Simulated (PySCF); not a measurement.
# From computed data to an observable: refractive index and permittivity of the vapour

Zr(OH)2(NH2)2 (H6N2O2Zr), SMILES [NH2][Zr]([NH2])([OH])[OH], multiplicity 1.

Geometry: PBE0-D3(BJ)/def2-SVP. The spin state was assumed, not searched. The structure was generated by enumeration; whether it is a known compound was not checked. The def2 effective core potentials stand for the cores of Zr; spin–orbit coupling is left out. Other conformers were not sampled.

B3LYP/def2-TZVP run with PySCF gives a mean static polarisability of 64.2 bohr³ and a dipole moment of 0.23 D. Take an ideal gas at 298.15 K and 0.01 bar, whether or not the substance is that volatile.

Problem. Work out n − 1 in the optical limit and the static ε − 1.

Solution. 
Polarisability volume α' = 64.2 × 0.148185 = 9.51 Å³. Number density N = p/kT = 2.43e-7 Å⁻³.
Dilute limit of Lorentz–Lorenz: n − 1 = 2π N α' = 1.5e-5.
Orientation term of Debye: μ²/(3kT) = 8.098 Å³ × μ²(D²) = 0.43 Å³.
ε − 1 = 4π N (α' + μ²/3kT) = 3.0e-5. Orientation of the dipole supplies 4 % of the static response; it can't follow optical fields. Vibrational polarisation and dispersion are left out.
